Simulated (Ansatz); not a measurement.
# Which is lower?

The two ends of one reaction step of SnH5Cl, singlet (PBE0-D4/def2-TZVP).

A:

```
7
angstrom
Sn -0.4869 0.9292 0.6544
H 0.9153 -2.0016 -2.1667
H -0.5746 0.7290 -1.0308
H -2.0001 0.7828 1.4148
H 0.3402 2.3434 1.1076
H 1.0034 -1.9349 -1.4278
Cl 0.8027 -0.8482 1.4484
```

B:

```xyz
7
angstrom
Sn -0.5993 0.8271 -0.3884
H 0.2765 -0.6011 -0.7494
H -1.2181 1.4483 -1.8463
H -1.8652 0.4303 0.6758
H 0.4610 1.9437 0.3332
H 1.1918 -1.7078 0.5034
Cl 1.7532 -2.3407 1.4717
```

Program: Ansatz 0.2.0. Basis: def2-TZVPP. Cores are frozen in the correlated methods. Filled d shells of the heavier atoms are correlated. Core potentials replace the inner electrons of the atoms past krypton. The def2 sets are not built for correlating such inner shells, so the correlated values are less sure here. B3LYP uses VWN-RPA correlation.

Question: Which structure is lower at CCSD(T), and by how much? (To be estimated.)

Answer: By the calculation: A, by 0.619 eV (electronic energy, against the other). By their contacts, A is a complex of SnH₃Cl ([Cl][SnH3]) + H₂ and B is a complex of SnH₄ + HCl.

All methods give the same order:

| method | E(B) − E(A) (eV) |
| --- | --- |
| SPW92 | 0.502 |
| PBE-D4 | 0.662 |
| BLYP-D4 | 0.703 |
| r2SCAN-D4 | 0.727 |
| B97M-V | 0.651 |
| PBE0-D4 | 0.664 |
| B3LYP-D4 | 0.696 |
| r2SCAN0-D4 | 0.709 |
| BHLYP-D4 | 0.716 |
| CAM-B3LYP-D4 | 0.648 |
| wB97X-V | 0.700 |
| wB97M-V | 0.695 |
| B2PLYP | 0.687 |
| PBE-QIDH | 0.680 |
| RPA on PBE | 0.603 |
| HF | 0.729 |
| MP2 | 0.706 |
| CCSD | 0.606 |
| CCSD(T) | 0.619 |

No T1 diagnostic of these runs exceeds 0.012.

Labels in which every atom is bracketed show which atoms are joined, not bond orders.

For scale, one of the runs: CCSD(T)/def2-TZVPP, 162 basis functions (an equivalent command: `ansatz run in.yaml --threads 2`). Time: 34 s of wall clock on 2 CPU threads; the host was shared. Peak host memory: 1.3 GiB.
